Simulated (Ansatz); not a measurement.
Species: C$_{9}$H$_{10}$SSi, SMILES `[SiH3]c1cc2c(cc1)cc(C)s2` (charge 0, multiplicity 1), formula C$_{9}$H$_{10}$SSi.

Problem. How many basis functions does frozen-core CCSD(T)/cc-pVDZ // B3LYP-D3(BJ)/def2-SVP (Ansatz, an electronic-structure program) use, how many core orbitals are frozen, and how many electrons are correlated?

Solution. 212 basis functions and 19 frozen orbitals, which leaves 56 correlated electrons. Core time is of the order of minutes.
